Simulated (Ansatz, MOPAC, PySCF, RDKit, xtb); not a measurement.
Torsion H4–O1–Se2–O3 in H2O2Se (SMILES O[Se]O); at each angle all else is relaxed with GFN2-xTB, and the levels are single points there.
Geometry at 90° (charge 0, multiplicity 1):
```xyz
5

O      1.16368     0.48186    -0.33301
Se    -0.18210    -0.68014    -0.54488
O     -0.40837    -1.16126     1.16244
H      2.01556     0.04052    -0.39983
H     -0.93159    -0.50556     1.63348
```

```tsv
level	energy at 180° less that at 90° (meV)	minus CCSD(T)/CBS(cc-pVTZ, cc-pVQZ)	cost
UFF	106.6	-231.5	-
GFN-FF	244.5	-93.6	-
PM3	254.8	-83.2	-
HF/STO-3G	208.3	-129.8	-
PBE-D3(BJ)/def2-TZVPP	369.0	30.9	×1
r2SCAN/def2-TZVPP	352.8	14.7	×2
B3LYP/def2-TZVPP	344.6	6.5	×2
PBE0-D3(BJ)/def2-TZVPP	347.0	8.9	×1
MP2/cc-pVTZ	358.9	20.9	-
MP2/CBS(cc-pVTZ, cc-pVQZ)	344.1	6.0	-
CCSD/cc-pVDZ	365.9	27.8	-
CCSD(T)/cc-pVTZ	353.7	15.7	×10
CCSD(T)/cc-pVQZ	340.8	2.8	×300*
CCSD(T)/CBS(cc-pVTZ, cc-pVQZ)	338.1	0.0	×300*
```

 The comparison column counts from a level with limits of its own.

The rows run from 106.6 (UFF) to 369.0 meV (PBE-D3(BJ)/def2-TZVPP). From cc-pVTZ to cc-pVQZ CCSD(T) changes by -12.9.

On the grid 0° to 330°, 180° is the highest and 90° the lowest point at CCSD(T)/CBS(cc-pVTZ, cc-pVQZ).

Correlated levels freeze the cores. Filled d and f shells under p-block atoms count as core. CBS: X⁻³ extrapolation of the correlation energy, Hartree–Fock from the larger set. Rows in STO-3G carry no dispersion term and start afresh at each structure; the Pople sets are all-electron and without relativity. The state reached by PM3 isn't checked.

Codes used: Ansatz (Gaussian orbitals); MOPAC for PM3 (differences of heats of formation); PySCF for STO-3G rows, the dispersion terms; RDKit for the force fields; xtb for the GFN methods. 

Costs are rough ratios of core time to PBE/def2-TZVPP (about 1.8 s over the structures, on one shared machine); a dash marks a level with no comparable run of its own. A star marks coupled-cluster runs past 200 virtual orbitals, where the program's memory plan changes under this machine's limit, so their costs aren't comparable with smaller runs.

Ansatz is a quantum-chemistry and plane-wave program.
